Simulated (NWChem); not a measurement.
Species: borazine (B₃N₃H₆); SMILES B1NBNBN1

Program: NWChem. Medium grid unless said otherwise, to which SCAN and Minnesota functionals are sensitive. All runs use the structure optimised with PBE0/def2-SVP. Total energies of different functionals are on different scales.

| level | energy (Ha) | highest occupied level (eV) | orbital gap (eV) |
|---|---|---|---|
| B3LYP/def2-SVP | -242.5044 | -7.74 | 8.14 |
| PBE/def2-SVP | -242.1589 | -6.77 | 6.34 |
| OLYP/def2-SVP | -242.3861 | -6.61 | 6.40 |
| PW6B95/def2-SVP | -242.8052 | -8.14 | 8.73 |
| r2SCAN/def2-SVP | -242.3433 | -7.04 | 6.98 |
| N12/def2-SVP | -242.5036 | -6.57 | 6.45 |
| B97-2/def2-SVP | -242.4064 | -7.77 | 8.35 |
